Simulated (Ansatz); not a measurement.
Calculated with Ansatz (gas phase, PBE0-D4/def2-TZVP geometries, no zero-point term in ΔE). CCSD(T)/CBS is the MP2 limit (def2-TZVPP, def2-QZVPP) plus CCSD(T) − MP2 in def2-TZVPP, frozen cores. Functionals use def2-TZVPP. For Ge outer-core shells are correlated without core-valence functions, which leaves a few kJ/mol of doubt a bond. Scalar relativity is left out up to krypton. Each species was taken in one conformer, which may not be the lowest.

Reaction (redistribution): `[SiH3][GeH2][SiH2][GeH2][SiH2][GeH3]` + `[GeH3][GeH2][GeH2][GeH3]` → `[SiH3][GeH2][GeH2][GeH3]` + `[GeH3][SiH2][GeH2][SiH2][GeH2][GeH3]`

Is it downhill or uphill in electronic energy at CCSD(T)/CBS, and by how much? (Best estimate.)

Computed: Nearly level: ΔE = -0.2 kcal/mol.

What do these levels give: LC-ωPBE, RPA@PBE/def2-TZVPP, HF/def2-SVP, CCSD/def2-SVP, CCSD(T)/def2-SVP, HF/CBS(def2)? (Best estimate.)

Computed: LC-ωPBE -0.1, RPA@PBE/def2-TZVPP -0.4, HF/def2-SVP 0.1, CCSD/def2-SVP -0.1, CCSD(T)/def2-SVP -0.1, HF/CBS(def2) 0.1 kcal/mol.

Largest T1 diagnostic among the species: 0.013.

Leaving LDA and LC-ωPBE aside and taking each functional with its dispersion term where it has one, the values, not all of them listed here, spread over 0.2 kcal/mol, from PBE-QIDH to CAM-B3LYP-D4.
